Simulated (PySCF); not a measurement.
FLi, charge -1, doublet, geometry from GFN2-xTB (such geometries of metal compounds can be far from the true shape) (a state made from the parent by changing its charge; the spin is typed, not shown lowest) (in this run its highest filled SCF level lies above zero, so its values depend strongly on the basis, on diffuse functions most of all). Base run: PySCF with R2SCAN/def2-SV(P).

Here is a job for PySCF.
```python
from pyscf import gto, scf, dft

mol = gto.M(
    atom='''
Li   -0.00000000   -0.00000000   -1.39755736
F     0.00000000    0.00000000    0.46585245
''',
    basis='def2-sv(p)',
    charge=-1,
    spin=1,
    verbose=4,
    symmetry=True,
)

mf = dft.UKS(mol)
mf.xc = 'r2scan'
mf.kernel()
mf.analyze()
```

Variants of this job, named by their change:

| change | ΔE vs base (mEh) | point group used | SCF cycles |
|---|---|---|---|
| base | 0.000 | Coov | 10 |
| symmetry_subgroup = C2v | 0.000 | C2v | 10 |
| symmetry = off | 0.000 | C1 | 10 |

Open shells are given as the SCF converged; they aren't shown to be the lowest states, and a large step between rows can be another state.
